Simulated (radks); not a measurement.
The numbers below are computed, except where a source is named.
The nuclear charge of neutral osmium is varied continuously with 76 electrons held in [Xe] 4f14 5d6 6s2. Code: a radial shooting solver on a logarithmic mesh with Libxc functionals. Model: Dirac Kohn-Sham, BLYP, spin-unpolarised, spherical densities, finite nucleus; open shells fill j = l - 1/2 first; Fermi nuclear charge, rms radius 5.4126 fm. By the Hellmann-Feynman theorem dE/dZ = E(electron-nucleus)/Z, the electronic potential at the nucleus (averaged over a nucleus of fixed radius).

| Z | E (hartree) | E(electron-nucleus)/Z (hartree) | HOMO | e(HOMO) (eV) | <r> HOMO (bohr) |
|---|---|---|---|---|---|
| 75.75 | -17137.6354 | -566.628 | 5d5/2 | -3.195 | 1.947 |
| 76 | -17279.6621 | -569.586 | 5d5/2 | -5.528 | 1.871 |
| 76.25 | -17422.4285 | -572.546 | 6s1/2 | -7.953 | 2.901 |
| 76.5 | -17565.9353 | -575.509 | 6s1/2 | -10.027 | 2.808 |
| 76.75 | -17710.1835 | -578.477 | 6s1/2 | -12.214 | 2.725 |
| 77 | -17855.1740 | -581.448 | 6s1/2 | -14.509 | 2.648 |

The central difference of E at Z = 76 is -569.586 hartree, to compare with the third column; the second derivative is -11.8 hartree.
